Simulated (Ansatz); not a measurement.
Molecule: AlBr, net charge 0, singlet state. SMILES: [Br][Al]
Geometry from a B3LYP-D3(BJ)/def2-TZVP (Ansatz, a quantum-chemistry and plane-wave program) optimisation:
```
Al
Br 1 2.3363
```

Wanted: vertical electron affinity (to the doublet state of charge -1; a negative value means that the extra electron is unbound and the number depends on the basis; each state is the SCF solution reached for its spin), in eV. Valence correlation only, unless marked. Open shells are spin-unrestricted. No spin-orbit coupling. Frozen are the shells of the preceding noble gas and the d and f shells that filled before the atom's block. No relativistic terms. Anions need diffuse functions: def2-D sets add few. Basis-set limits of correlation are two-point, X^-3; Hartree-Fock from the larger set.

| level | program | vertical electron affinity (eV) |
|---|---|---|
| SVWN5/def2-TZVPD | Ansatz | 0.19 |
| B3LYP/def2-TZVPD | Ansatz | 0.13 |
| PBE0/def2-TZVPD | Ansatz | 0.21 |
| BHLYP/def2-TZVPD | Ansatz | 0.03 |
| CAM-B3LYP/def2-TZVPD | Ansatz | 0.12 |
| wB97X-V/def2-TZVPD | Ansatz | 0.08 |
| CCSD/def2-QZVPPD | Ansatz | 0.12 |
| CCSD(T)/def2-QZVPPD | Ansatz | 0.16 |
| CCSD(T)/CBS(def2-TZVPPD,def2-QZVPPD) | Ansatz | 0.18 |
